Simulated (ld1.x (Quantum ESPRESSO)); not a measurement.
# Scattering properties, PAW potential for erbium (Er)

* Element: Er
* Generator: ld1.x (Quantum ESPRESSO) 7.5
* Type: PAW
* Functional: BLYP
* Relativity: fully relativistic
* Frozen core: [Kr] 4d10
* Valence charge: 22
* Reference configuration: 4f12 5s2 5p6 5d0 6s2 6p0
* Partial waves: 5s (bound): rcut 2.15, rcutus 2.25 bohr; 6s (bound): rcut 2.15, rcutus 2.25 bohr; 5p (bound): rcut 2.40, rcutus 3.05 bohr; 6p (bound, empty): rcut 2.40, rcutus 3.05 bohr; 5d (bound, empty): rcut 2.35, rcutus 2.75 bohr; 5d channel at 0.7 Ry: rcut 2.35, rcutus 2.75 bohr; 4f (bound): rcut 1.00, rcutus 1.05 bohr; 4f channel at 0.45 Ry: rcut 1.00, rcutus 1.05 bohr
* Local potential: all-electron potential smoothed inside 1.70 bohr (lloc = -1)
* Core correction: Bessel-smoothed model core, default radius (core density twice the valence density)
* Augmentation charge: BESSEL, radius 0.95 bohr

Open shells are filled in proportion to 2j + 1 (rel_dist='average').

The phase is arctan(r·u′/u) with u = r·R(r), unwrapped; energies in Ry, scanned from -6 to 5 Ry. A pole is an energy at which the radial function vanishes at the test radius. The pseudo phase is shifted by a multiple of π to meet the all-electron one at the reference energy, and phase errors are pseudo minus all-electron; the curves can meet again beyond the range given. Levels narrower than the energy grid can be missing from the lists of poles.

```csv
channel,radius (bohr),reference energy (Ry),"poles, all-electron","poles, pseudo",unbroken range about the reference energy with phases within 0.05 rad,phase error 1 Ry above the reference energy (rad)
p1/2,3.32,-0.09,"-2.17, 2.13","-2.17, 1.88",below 2.2,-0.019
p3/2,3.32,-0.07,"-1.75, 2.44","-1.75, -1.26, 1.56",-0.9 to 0.2,-0.213
d3/2,3.32,-0.07,"0.43, 4.29","0.43, 4.28",the whole range,-0.000
d5/2,3.32,-0.05,"0.48, 4.38","0.48, 4.29",the whole range,-0.000
f5/2,3.32,-0.26,"-0.24, 2.79","-0.24, 2.79",the whole range,+0.000
f7/2,3.32,-0.18,"-0.16, 2.81","-0.16, 2.81",the whole range,+0.000
```

The ghost test of this file was not conclusive.

Phases in the d5/2 channel:

| E (Ry) | all-electron | pseudo |
| --- | --- | --- |
| -6.00 | 1.447 | 1.447 |
| -5.48 | 1.441 | 1.441 |
| -4.96 | 1.435 | 1.435 |
| -4.44 | 1.427 | 1.427 |
| -3.92 | 1.417 | 1.417 |
| -3.40 | 1.406 | 1.406 |
| -2.88 | 1.391 | 1.391 |
| -2.36 | 1.371 | 1.371 |
| -1.84 | 1.342 | 1.342 |
| -1.32 | 1.295 | 1.295 |
| -0.80 | 1.194 | 1.194 |
| -0.28 | 0.712 | 0.712 |
| 0.24 | -1.386 | -1.386 |
| 0.76 | -1.686 | -1.686 |
| 1.28 | -1.869 | -1.869 |
| 1.80 | -2.312 | -2.315 |
| 2.32 | -3.904 | -3.917 |
| 2.84 | -4.444 | -4.450 |
| 3.36 | -4.591 | -4.597 |
| 3.88 | -4.665 | -4.671 |
| 4.40 | -4.714 | -4.722 |
| 4.92 | -4.757 | -4.769 |
